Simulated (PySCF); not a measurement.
Al(Me)2(H), SMILES [CH3][AlH][CH3] (C2H7Al) (PBE0/def2-SVP optimised geometry):

```
10

Al    -0.162     0.478     0.000
C     -1.145    -1.219     0.001
H     -2.236    -1.092     0.067
H     -0.829    -1.863     0.840
H     -0.933    -1.795    -0.918
C      1.799     0.478     0.000
H      2.236     1.487    -0.072
H      2.199    -0.123    -0.835
H      2.191     0.012     0.922
H     -0.960     1.863     0.000
```

Method: PBE0/def2-TZVP (PySCF).

What are the frontier orbital energies and the dipole moment?

HOMO-2 -10.73 eV, HOMO-1 -7.88 eV, HOMO -7.77 eV, LUMO -0.87 eV, LUMO+1 0.52 eV; dipole moment 0.68 D.

On the same geometry PBE/def2-TZVP (PySCF) gives HOMO-2 -9.26 eV, HOMO-1 -6.61 eV, HOMO -6.50 eV, LUMO -1.65 eV, LUMO+1 -0.22 eV; dipole moment 0.71 D.

Meta-Löwdin charges at PBE0/def2-TZVP: Al1 0.73, C2 -0.67, H3 0.13, H4 0.13, H5 0.13, C6 -0.67, H7 0.13, H8 0.13, H9 0.13, H10 -0.16.
